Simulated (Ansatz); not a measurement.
Input for Ansatz (a quantum-chemistry and plane-wave program): R-wB97X-V/def2-TZVPPD on HF (SMILES F) with ghost functions. Files ending in .json are basis or fitting sets from the Basis Set Exchange.

Ansatz 0.2 input:
```yaml
crystal:
  periodic: [false, false, false]
  atoms:
    - {symbol: F, position_ang: [0.85322359, 0.72045656, 3.98835066]}
    - {symbol: H, position_ang: [0.40223778, 0.82998743, 3.17111084]}
basis:
  gaussian:
    orbitals: def2-TZVPPD.json
    ghost_atoms:
      - {symbol: Si, position_ang: [0.61402893, -1.35464198, 0.86010965]}
      - {symbol: Se, position_ang: [-0.47343933, 0.68384332, 0.98736016]}
      - {symbol: H, position_ang: [0.05015240, -2.15991716, -0.24270941]}
      - {symbol: H, position_ang: [2.01749974, -0.99593806, 0.57953026]}
      - {symbol: H, position_ang: [0.48859011, -2.07772637, 2.13964288]}
      - {symbol: H, position_ang: [-1.75219666, 0.08040352, 1.39748303]}
hamiltonian:
  xc: {name: wB97X-V}
scf: {lower_state_search: off}
```

Give the final energy of this run.

-100.4563 hartree.

How many basis functions does it have, and what does it roughly cost on one machine?

230 functions; about 6 core-seconds (a rough figure).
